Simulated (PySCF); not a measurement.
Simulated C 1s region for `[CH3][Al@@H-]1[CH2]CC[N+]1(C)C`, binding energy against the vacuum level.

Every computed line was given a Gaussian of 0.5 eV full width at half maximum and an area set by the number of equivalent atoms; the highest printed point is 100. Method: delta-SCF UKS SCAN, pcX-2 on the ionised atom, pcseg-1 elsewhere, spin-free X2C in PySCF.

```tsv
binding energy (eV)	intensity
288.1	0
288.2	2
288.3	6
288.4	16
288.5	35
288.6	58
288.7	79
288.8	85
288.9	74
289.0	52
289.1	29
289.2	13
289.3	5
289.4	1
289.5	0
289.6	0
289.7	0
289.8	0
289.9	1
290.0	4
290.1	10
290.2	20
290.3	32
290.4	41
290.5	42
290.6	35
290.7	23
290.8	12
290.9	5
291.0	2
291.1	3
291.2	7
291.3	16
291.4	30
291.5	47
291.6	65
291.7	82
291.8	95
291.9	100
292.0	91
292.1	69
292.2	43
292.3	22
292.4	9
292.5	3
292.6	1
292.7	0
```

**Question.** How many maxima does the curve show, and how many computed lines lie under it?

**Answer.** The curve has 3 maxima (at 288.8, 290.5 and 291.9 eV). Under it lie 6 lines from 6 inequivalent carbon sites. At this width some lines have no maximum of their own.

**Question.** Decompose the envelope and assign each component. Numbering: `[CH3:1][Al@@H-:2]1[CH2:3][CH2:4][CH2:5][N+:6]1([CH3:7])[CH3:8]`.

**Answer.** 
```tsv
position (eV)	relative area	line	atoms	environment
288.77	1	C 1s	C3	ring CH2 carbon
288.80	1	C 1s	C1	methyl carbon
290.46	1	C 1s	C4	ring CH2 carbon
291.61	1	C 1s	C5	sp3 carbon bound to nitrogen
291.94	1	C 1s	C8	N-methyl carbon
291.95	1	C 1s	C7	N-methyl carbon
```

Lowest listed C 1s: C3, bonded to C, 2 H and Al. Highest, 3.18 eV above it: C7, bonded to N and 3 H. The widest gap between neighbouring values is 1.66 eV, between 288.80 and 290.46 eV. Summing the Pauling electronegativity differences to the bonded atoms, each weighted by its formal bond order, gives -1.64 for the lowest site and -0.56 for the highest; the largest sum, -0.21, belongs to C5, 0.34 eV below the top. The smallest sum, -1.99, belongs to C1, 0.03 eV above the lowest. The values 288.77 and 288.80 eV; the values 291.94 and 291.95 eV lie too close for their order to be trusted.

No satellites, vibrations or lifetime broadening are included. Geometry: PBE0-D3(BJ)/def2-SVP, one conformer, isolated molecule.
